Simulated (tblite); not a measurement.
Compound: C₃H₁₀GeNSi (doublet state).
SMILES with atom numbers: `[SiH2:1][NH:2][GeH2:3][CH:4]1[CH2:5][CH2:6]1` (hydrogens: H7, H8 on Si1; H9 on N2; H10, H11 on Ge3; H12 on C4; H13, H14 on C5; H15, H16 on C6)

Computed with GFN2-xTB (tblite), gas phase: L-BFGS steps from a force-field or distance-geometry start until the largest atomic force falls under 0.01 eV/Å.

Step 3: E = -490.2721 eV
```
atom  x, y, z in Å  |  force x, y, z in eV/Å
Si1     2.4352    0.5443   -0.6890    0.254   0.286  -0.251
N2      2.0101   -0.5887    0.5575   -0.284  -0.248  -0.220
Ge3     0.3437   -1.3195    0.2431   -0.123   0.169  -0.134
C4     -0.7155    0.2152   -0.3500    0.309  -0.079  -0.236
C5     -2.1867    0.1956   -0.5832    0.150  -0.150   0.189
C6     -1.6460    0.7266    0.7009   -0.168  -0.035  -0.051
H7      3.1138    1.6748   -0.0884    0.117   0.222   0.245
H8      3.2712   -0.0553   -1.7057    0.099  -0.345  -0.125
H9      2.0002   -0.1574    1.4641    0.221   0.063   0.292
H10    -0.2193   -1.7824    1.5705    0.088  -0.172  -0.106
H11     0.4074   -2.4267   -0.7708    0.193  -0.097   0.042
H12    -0.1618    0.9592   -0.9380   -0.042  -0.127   0.309
H13    -2.5908    0.9123   -1.2617   -0.201   0.182  -0.435
H14    -2.6369   -0.7807   -0.6220   -0.344   0.001   0.185
H15    -1.8070    0.1116    1.5702    0.087   0.015   0.241
H16    -1.6253    1.7799    0.8910   -0.357   0.315   0.054
```

Step 4: E = -490.3145 eV
```
atom  x, y, z in Å  |  force x, y, z in eV/Å
Si1     2.4599    0.5479   -0.6885    0.035   0.249  -0.263
N2      1.9910   -0.5793    0.5454   -0.041  -0.120   0.062
Ge3     0.3439   -1.3230    0.2414   -0.179   0.217  -0.177
C4     -0.7118    0.2050   -0.3532   -0.004   0.021  -0.065
C5     -2.1863    0.1995   -0.5803    0.023  -0.076  -0.159
C6     -1.6440    0.7254    0.6952   -0.143   0.117   0.107
H7      3.1144    1.6816   -0.0789    0.188   0.253   0.267
H8      3.2707   -0.0701   -1.7087    0.166  -0.348  -0.146
H9      2.0131   -0.1624    1.4642    0.183  -0.049   0.074
H10    -0.2132   -1.7886    1.5575    0.045  -0.201   0.023
H11     0.4159   -2.4262   -0.7638    0.197  -0.169  -0.045
H12    -0.1660    0.9560   -0.9203    0.129   0.005   0.085
H13    -2.5979    0.9073   -1.2765   -0.042   0.071  -0.207
H14    -2.6482   -0.7668   -0.6118   -0.368  -0.178   0.170
H15    -1.7980    0.1255    1.5722    0.020  -0.141   0.300
H16    -1.6511    1.7772    0.8947   -0.211   0.348  -0.025
```

**Question.** Estimate the geometry and energy of step 5. (The exact step hangs on the optimiser's Hessian estimate; all steps are aligned on step 4, rigid shifts and turns removed.)

**Answer.** E = -490.3451 eV, largest force 0.382 eV/Å
```
atom  x, y, z in Å  |  force x, y, z in eV/Å
Si1     2.4794    0.5543   -0.6919   -0.067   0.137  -0.160
N2      1.9763   -0.5728    0.5369    0.187   0.099   0.168
Ge3     0.3409   -1.3223    0.2370   -0.151   0.145  -0.151
C4     -0.7107    0.1978   -0.3559   -0.281   0.173   0.072
C5     -2.1863    0.2014   -0.5821   -0.097  -0.063  -0.247
C6     -1.6446    0.7270    0.6932   -0.151   0.152   0.153
H7      3.1184    1.6913   -0.0669    0.190   0.182   0.224
H8      3.2733   -0.0879   -1.7137    0.157  -0.291  -0.086
H9      2.0262   -0.1674    1.4650    0.132  -0.142  -0.123
H10    -0.2078   -1.7970    1.5479    0.019  -0.202   0.081
H11     0.4261   -2.4289   -0.7592    0.186  -0.179  -0.087
H12    -0.1665    0.9542   -0.9057    0.223   0.087  -0.071
H13    -2.6036    0.9038   -1.2907    0.076  -0.025  -0.025
H14    -2.6634   -0.7590   -0.6008   -0.306  -0.183   0.137
H15    -1.7907    0.1339    1.5787   -0.023  -0.150   0.207
H16    -1.6747    1.7807    0.8969   -0.093   0.261  -0.090
```

The energy changes by -0.0306 eV. The first-order estimate −F·Δx gives -0.0418 eV and the mean of the old and new forces, exact on a quadratic surface, -0.0305 eV. The step makes an angle of 54° with the force vector and moves no atom by more than 0.024 Å.

The cost below is that of the whole relaxation. The run took 0.52 s of wall time on one thread of an Arm Neoverse V2 (shared host).
